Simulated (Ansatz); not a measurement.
A nudged elastic band was laid between two geometries of CH₁₂Si₄ (17 atoms, charge 0, multiplicity 1).

Method: RKS PBE0-D4/STO-3G in Ansatz 0.2.0.

```
movable images  : 7
climbing image  : yes
spring          : 5.0 eV/Å²
optimiser       : quadratic models (default)
start path      : IDPP
force threshold : 0.03 eV/Å
iteration limit : 60
end points      : relaxed
```

Initial state:

```xyz
17
Properties=species:S:1:pos:R:3
Si -1.799 0.155 -1.912
C -1.118 -0.690 -0.390
Si 0.659 -0.243 0.038
Si 0.859 1.949 0.490
Si 1.389 -1.511 1.743
H -3.141 -0.298 -2.192
H -1.830 1.585 -1.717
H -0.969 -0.131 -3.058
H -1.182 -1.774 -0.534
H -1.765 -0.459 0.463
H 1.471 -0.542 -1.122
H 2.176 2.249 1.002
H -0.099 2.365 1.486
H 0.652 2.761 -0.686
H 0.632 -1.255 2.945
H 2.777 -1.242 2.040
H 1.269 -2.918 1.444
```

Final state:

```xyz
17
Properties=species:S:1:pos:R:3
Si -1.984 0.343 -1.699
C -1.271 -0.474 -0.176
Si 0.600 -0.356 -0.014
Si 1.265 1.780 0.195
Si 1.311 -1.619 1.704
H -3.415 0.156 -1.758
H -1.708 1.760 -1.681
H -1.397 -0.220 -2.891
H -1.557 -1.531 -0.182
H -1.740 -0.039 0.712
H 1.174 -0.890 -1.230
H 2.676 1.851 0.489
H 0.564 2.441 1.269
H 1.031 2.536 -1.013
H 0.890 -2.992 1.556
H 0.789 -1.136 2.960
H 2.751 -1.609 1.799
```

Problem. Which bonds break or form, and what moves?

Solution. No bond is made or broken. The dihedral Si4–Si3–Si5–H17 goes from -180 to -59°.

Problem. Give the energies along the band, and the barrier.

Solution. The forces met the threshold. The highest image is number 4 of 0 to 8, 0.6 kcal/mol above the ends, which have the same energy within 2 meV. A vibrational analysis at the climbing image gives one clearly imaginary mode, 75i cm⁻¹: a first-order saddle point. Limits of this set-up: minimal basis.

```
image  path coordinate (Å)  energy (kcal/mol)  dihedral Si4–Si3–Si5–H17 (°)
    0                 0.00                0.0                          -180
    1                 0.58                0.1                          -165
    2                 1.16                0.3                          -149
    3                 1.75                0.5                          -134
    4                 2.33                0.6                          -119
    5                 2.91                0.5                          -104
    6                 3.49                0.3                           -89
    7                 4.07                0.1                           -74
    8                 4.65                0.0                           -59
```

Problem. What is the geometry of the highest image?

Solution. 
```xyz
17
Properties=species:S:1:pos:R:3
Si -1.972 0.324 -1.713
C -1.262 -0.499 -0.191
Si 0.604 -0.348 -0.003
Si 1.222 1.803 0.205
Si 1.333 -1.607 1.717
H -3.397 0.105 -1.794
H -1.730 1.746 -1.672
H -1.356 -0.209 -2.904
H -1.528 -1.561 -0.214
H -1.751 -0.085 0.697
H 1.197 -0.864 -1.218
H 2.628 1.906 0.518
H 0.492 2.456 1.265
H 0.989 2.545 -1.010
H 0.234 -2.233 2.414
H 2.064 -0.820 2.681
H 2.213 -2.657 1.260
```

The band took 4 iterations and roughly 2.3 core-minutes.

The run took 2.3 min on 1 CPU thread of a shared host.
